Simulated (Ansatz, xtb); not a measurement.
# Relative energy of two isomers of C4H11NOSi

Structure a: `C=C[Si@H](N)OCC`, a singlet. Structure b: `CCC(=O)N[SiH2]C`, a singlet. Both are isolated molecules in the gas phase, relaxed with B3LYP-D3(BJ)/def2-SVP; the shapes shown needn't be the lowest conformers.

a (Å):

```xyz
18

C    -1.0816   -0.4426   -1.2143
C    -0.7255   -0.2381    0.0625
C     2.6633   -1.1700   -0.1532
C     3.8652   -1.8935    0.4255
N     1.1931    1.7599   -0.7563
O     2.1250   -0.2981    0.8267
Si    0.8149    0.7012    0.5636
H    -1.9728   -1.0173   -1.4927
H    -0.4877   -0.0390   -2.0424
H    -1.3552   -0.6755    0.8494
H     0.6141    1.3364    1.8944
H     0.4481    2.2614   -1.2302
H     2.0389    2.3220   -0.7220
H     2.9534   -0.5970   -1.0537
H     1.8956   -1.8996   -0.4759
H     4.6376   -1.1716    0.7334
H     4.3025   -2.5798   -0.3172
H     3.5725   -2.4766    1.3125
```

b (Å):

```xyz
18

C    -1.1673    1.2030    0.1684
C     0.1587    1.1568   -0.5788
C     0.9146   -0.1497   -0.3670
C     3.5525   -2.1068    0.9566
N     2.1412   -0.2530   -0.9748
O     0.4699   -1.0702    0.3020
Si    3.0925   -1.7509   -0.8228
H    -1.6888    2.1545   -0.0154
H    -1.0101    1.0937    1.2515
H    -1.8212    0.3772   -0.1470
H     0.8194    1.9872   -0.2712
H     0.0066    1.2848   -1.6658
H     2.4606    0.5356   -1.5279
H     2.3502   -2.8884   -1.4301
H     4.3027   -1.4660   -1.6500
H     2.6352   -2.2485    1.5467
H     4.1240   -1.2703    1.3890
H     4.1654   -3.0201    1.0267
```

Quicker runs give these differences E(b) − E(a): GFN2-xTB −0.586 eV; HF/STO-3G −1.059 eV (at GFN2-xTB geometries); r2SCAN-D4/def2-SVP −0.620 eV (at GFN2-xTB geometries).

**Question.** Estimate E(b) − E(a) at the level CCSD(T)/def2-SVP + ΔMP2/def2-TZVPP.

**Answer.** Too close to call at this level: CCSD(T)/def2-SVP + ΔMP2/def2-TZVPP gives E(b) − E(a) = −0.001 eV.

How the difference moves with the method:

```
                             level               geometry  E(b) − E(a) (eV)  departure from the last row (eV)  job, with rough time for the two
                          GFN2-xTB               GFN2-xTB              −0.586                            −0.585              optimisation, 0.27 s
                         HF/STO-3G               GFN2-xTB              −1.059                            −1.058              single point, 0.46 s
                r2SCAN-D4/def2-SVP               GFN2-xTB              −0.620                            −0.619               single point, 5.7 s
             B3LYP-D3(BJ)/def2-SVP  B3LYP-D3(BJ)/def2-SVP              −0.455                            −0.453             optimisation, 1.9 min
                       HF/def2-SVP  B3LYP-D3(BJ)/def2-SVP              −0.334                            −0.332           part of the CCSD(T) run
                      MP2/def2-SVP  B3LYP-D3(BJ)/def2-SVP              −0.479                            −0.478           part of the CCSD(T) run
                  CCSD(T)/def2-SVP  B3LYP-D3(BJ)/def2-SVP              −0.437                            −0.436                      single point
CCSD(T)/def2-SVP + ΔMP2/def2-TZVPP  B3LYP-D3(BJ)/def2-SVP              −0.001                                               single point, 2.3 min
```

As drawn, b has 1 C–C, 1 C=O, 1 C–N, 1 Si–H in place of 1 C=C, 1 O–Si, 1 C–O, 1 N–H.

The largest departure from CCSD(T)/def2-SVP + ΔMP2/def2-TZVPP is that of HF/STO-3G, 1.058 eV. The last row adds to CCSD(T) the change of the MP2 difference between the two basis sets, here +0.436 eV, a large step that makes the value less sure.

With thermal terms from frequencies at re-optimised GFN2-xTB minima (ideal gas, soft modes damped towards free rotors, one conformer each, 298.15 K, 1 atm): on the last row, ΔE + ΔZPE = −0.042, ΔH = −0.052, ΔG = −0.032 eV.

The correlated steps freeze 11 core orbitals. Mirror images aren't counted in ΔG. Codes used: Ansatz 0.2.0, xtb 6.7.1; the last row on 4 threads of Arm Neoverse V1 on a shared host.
